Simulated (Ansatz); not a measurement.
Computed with Ansatz on PBE0-D4/def2-TZVP structures; ΔE is electronic, products minus reactants. CCSD(T)/CBS is the MP2 limit (def2-TZVPP, def2-QZVPP) plus CCSD(T) − MP2 in def2-TZVPP, frozen cores. This one scheme is used for every species. Functionals use def2-TZVPP. B3LYP here is the variant with VWN-RPA as its local correlation; programs differ in this. HSE06 is defined as in plane-wave codes. Each species was taken in one conformer, which may not be the lowest.

Consider the hydrogenolysis of a B–S bond: `SBBCl` + H₂ → `BBCl` + H₂S.

`SBBCl`:

```xyz
7

S     0.103    1.277   -1.344
B    -0.399    0.248    0.005
B     0.489   -1.102    0.426
Cl    1.790   -0.946    1.584
H    -0.878    2.196   -1.303
H    -1.391    0.536    0.608
H     0.285   -2.208    0.023
```

H₂:

Cartesian coordinates in Å:
```
H 0.060 0.323 -0.177
H -0.060 -0.323 0.177
```

`BBCl`:

```xyz
6

B     0.591    0.581   -0.286
B    -0.462   -0.628    0.119
Cl   -1.551   -0.350    1.464
H     1.682    0.656    0.204
H     0.297    1.432   -1.078
H    -0.556   -1.691   -0.423
```

H₂S:

Z-matrix (Å, degrees):
```
S
H 1 1.341
H 1 1.341 2 92.3
```

| level | ΔE (kJ/mol) | difference from CCSD(T)/CBS |
| --- | --- | --- |
| LDA (SPW92) | 94.8 | 15.0 |
| BLYP-D4 | 85.0 | 5.2 |
| r2SCAN-D4 | 87.2 | 7.4 |
| B97M-V | 79.8 | 0.0 |
| PBE0-D4 | 84.2 | 4.4 |
| B3LYP-D4 | 79.3 | -0.5 |
| r2SCANh-D4 | 85.2 | 5.4 |
| HSE06-D4 | 84.3 | 4.5 |
| CAM-B3LYP-D4 | 73.6 | -6.2 |
| PBE-QIDH | 81.1 | 1.3 |
| r2SCAN0 | 80.8 | 1.0 |
| HSE06 | 80.0 | 0.2 |
| MP2/def2-SVP | 91.2 | 11.4 |
| CCSD/def2-SVP | 78.2 | -1.6 |
| MP2/def2-TZVPP | 86.6 | 6.8 |
| CCSD(T)/def2-TZVPP | 78.9 | -0.9 |
| CCSD(T)/CBS | 79.8 | 0 |

Largest T1 diagnostic among the species: 0.015.

The D4 term adds +8.3 kJ/mol with B3LYP and +4.5 kJ/mol with PBE0; it sums over pairs of atoms, weighted by their polarisabilities, and B3LYP, whose exchange is more repulsive, gets the larger term. In def2-TZVPP, CCSD(T) changes the Hartree–Fock value by +32.6 kJ/mol (the triples alone add +8.0 kJ/mol) and MP2 by +40.3 kJ/mol. From PBE to PBE0 (25 % exact exchange), in def2-TZVPP and without D4, ΔE moves by −6.7 kJ/mol.
